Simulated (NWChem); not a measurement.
System: C₂H₄BFO₂; SMILES C=C(B(O)O)F

Input file for NWChem:

```
start job
memory heap 200 mb stack 900 mb global 1100 mb
geometry units angstroms noautosym nocenter noautoz
  C     -1.247839    -1.498239     0.000000
  C     -0.129357    -0.776023     0.000000
  F      1.073138    -1.405234     0.000000
  B      0.009090     0.792404     0.000000
  O     -1.108695     1.556280     0.000000
  O      1.243115     1.359740     0.000000
  H     -1.227746    -2.591008     0.000000
  H     -2.208007    -0.980472     0.000000
  H     -0.899315     2.496856     0.000000
  H      1.934215     0.686885     0.000000
end
basis spherical
  * library pcsseg-1
end
dft
  xc pbe0
  iterations 150
end
property
  shielding
  efieldgrad
end
task dft property
```

Output (shortened):

```
             Northwest Computational Chemistry Package (NWChem) 7.3.0
             --------------------------------------------------------

                             Geometry "geometry" -> ""
                             -------------------------

 Output coordinates in angstroms (scale by  1.889725989 to convert to a.u.)

  No.       Tag          Charge          X              Y              Z
 ---- ---------------- ---------- -------------- -------------- --------------
    1 C                    6.0000    -1.24783900    -1.49823900     0.00000000
    2 C                    6.0000    -0.12935700    -0.77602300     0.00000000
    3 F                    9.0000     1.07313800    -1.40523400     0.00000000
    4 B                    5.0000     0.00909000     0.79240400     0.00000000
    5 O                    8.0000    -1.10869500     1.55628000     0.00000000
    6 O                    8.0000     1.24311500     1.35974000     0.00000000
    7 H                    1.0000    -1.22774600    -2.59100800     0.00000000
    8 H                    1.0000    -2.20800700    -0.98047200     0.00000000
    9 H                    1.0000    -0.89931500     2.49685600     0.00000000
   10 H                    1.0000     1.93421500     0.68688500     0.00000000

 Effective nuclear repulsion energy (a.u.)     219.1008600964

                              NWChem Property Module
                              ----------------------

  itol2e modified to match energy
  convergence criterion.

                                 NWChem DFT Module
                                 -----------------

 Summary of "ao basis" -> "ao basis" (spherical)
 ------------------------------------------------------------------------------
       Tag                 Description            Shells   Functions and Types
 ---------------- ------------------------------  ------  ---------------------
 C                          pcsseg-1                 7       17   3s3p1d
 F                          pcsseg-1                 7       17   3s3p1d
 B                          pcsseg-1                 7       17   3s3p1d
 O                          pcsseg-1                 7       17   3s3p1d
 H                          pcsseg-1                 3        5   2s1p

  itol2e modified to match energy
  convergence criterion.

[...]

          -----------------------------------------
          Chemical Shielding Tensors (GIAO, in ppm)
          -----------------------------------------

                                NWChem CPHF Module
                                ------------------

  scftype          =     RHF
  nclosed          =       23
  nopen            =        0
  variables        =     2277
  # of vectors     =        3
  tolerance        = 0.10D-03
  level shift      = 0.00D+00
  max iterations   =       50
  max subspace     =       30

 SCF residual:    1.3026661313043489E-005

Iterative solution of linear equations
  No. of variables     2277
  No. of equations        3
  Maximum subspace       30
        Iterations       50
       Convergence  1.0D-04

   iter   nsub   residual    time
   ----  ------  --------  ---------
     1      3    5.81D-01      46.3
     2      6    2.42D-02      50.8
     3      9    3.06D-03      55.2
     4     12    1.55D-04      59.7
     5     15    8.25D-06      64.1

      Atom:    1  C
        Diamagnetic
    267.4033      5.3085      0.0000
      5.3085    260.8867      0.0000
      0.0000      0.0000    243.0043

        Paramagnetic
   -233.0960     67.1464     -0.0000
     67.1464   -247.4025     -0.0000
     -0.0000     -0.0000    -81.6703

        Total Shielding Tensor
     34.3074     72.4549     -0.0000
     72.4549     13.4842     -0.0000
     -0.0000     -0.0000    161.3340

           isotropic =      69.7085
          anisotropy =     137.4382

          Principal Components and Axis System
                 1           2           3
              161.3340     97.0949    -49.3033

      1        -0.0000      0.7557     -0.6549
      2        -0.0000      0.6549      0.7557
      3         1.0000      0.0000      0.0000

      Atom:    2  C
        Diamagnetic
    266.9747     -0.7207      0.0000
     -0.7207    260.8113      0.0000
      0.0000      0.0000    234.3360

        Paramagnetic
   -273.8006     71.5149     -0.0000
     71.5149   -295.2510      0.0000
     -0.0000      0.0000   -159.2664

        Total Shielding Tensor
     -6.8259     70.7942     -0.0000
     70.7942    -34.4397      0.0000
     -0.0000      0.0000     75.0696

           isotropic =      11.2680
          anisotropy =    -156.0432

          Principal Components and Axis System
                 1           2           3
              -92.7608     75.0696     51.4952

      1        -0.6358     -0.0000      0.7718
      2         0.7718     -0.0000      0.6358
      3        -0.0000      1.0000      0.0000

      Atom:    3  F
        Diamagnetic
    486.8919    -10.0726     -0.0000
    -10.0726    473.3014     -0.0000
     -0.0000     -0.0000    464.6008

        Paramagnetic
   -236.7780    -43.7182     -0.0000
    -43.7182   -258.4655     -0.0000
     -0.0000     -0.0000    -58.0965

        Total Shielding Tensor
    250.1139    -53.7907     -0.0000
    -53.7907    214.8359     -0.0000
     -0.0000     -0.0000    406.5043

           isotropic =     290.4847
          anisotropy =     174.0294

          Principal Components and Axis System
                 1           2           3
              406.5043    289.0839    175.8659

      1        -0.0000      0.8098      0.5867
      2        -0.0000     -0.5867      0.8098
      3         1.0000      0.0000      0.0000

      Atom:    4  B
        Diamagnetic
    202.7722      0.0308     -0.0000
      0.0308    204.5346     -0.0000
     -0.0000     -0.0000    177.4528

[...]
```

Level: PBE0/pcSseg-1, GIAO. The geometry was optimised at PBE0/def2-SVP. NWChem prints the field gradient with the sign opposite to the second derivative of the potential. The printed shielding anisotropy is the first printed principal value minus the mean of the other two.
